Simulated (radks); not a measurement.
Results of a calculation; reference values are marked as such.
Task: Ionisation of Hg3+, [Xe] 4f14 5d9, to Hg4+, [Xe] 4f14 5d8, under several functionals. Scalar-relativistic Kohn-Sham, spin-unpolarised, spherical densities, point nucleus; a radial shooting solver on a logarithmic mesh with Libxc functionals. The NIST Atomic Spectra Database gives 48.6 eV (measured). Rank these functionals by the error of their Delta-SCF ionisation energy: exchange-only LDA; Wu-Cohen GGA; LDA (Slater exchange, VWN5 correlation); BP86; OLYP; LDA (Slater exchange, Perdew-Zunger correlation); BLYP; XLYP; PBEsol.

Result: From best to worst: exchange-only LDA 48.371 eV (-0.179); BLYP 49.603 eV (+1.053); XLYP 49.631 eV (+1.081); PBEsol 49.783 eV (+1.233); Wu-Cohen GGA 49.794 eV (+1.244); BP86 49.855 eV (+1.305); OLYP 49.911 eV (+1.361); LDA (Slater exchange, Perdew-Zunger correlation) 50.036 eV (+1.486); LDA (Slater exchange, VWN5 correlation) 50.049 eV (+1.499). Spin polarisation and multiplet splitting are left out, so open shells lie too high by an amount that depends on their filling. Spin-orbit splitting is averaged out at the scalar-relativistic level.

Beside tabulated values, note that spin-unpolarised runs miss the spin-polarisation part of the exchange energy of open shells.
